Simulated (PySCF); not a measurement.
DMAc (C₄H₉NO), SMILES O=C(C)N(C)C. Coordinates come from a B3LYP-D3(BJ)/def2-SVP optimisation.

Computed equilibrium geometry at B3LYP-D3(BJ)/def2-SVP (PySCF confirms it by a frequency run) as Cartesian coordinates in Å, and its point group:
point group Cs.
```xyz
15

C     -0.9403    -1.6225     0.0000
N      0.0836    -0.5958     0.0000
C      1.4477    -1.0749     0.0000
C     -0.2969     0.7284     0.0000
C      0.8093     1.7751     0.0000
O     -1.4710     1.0626     0.0000
H     -0.8511    -2.2660    -0.8936
H     -1.9212    -1.1342     0.0000
H     -0.8511    -2.2660     0.8936
H      2.1649    -0.2480     0.0000
H      1.6474    -1.6988     0.8908
H      1.6474    -1.6988    -0.8908
H      0.3237     2.7577     0.0000
H      1.4525     1.6934    -0.8903
H      1.4525     1.6934     0.8903
```
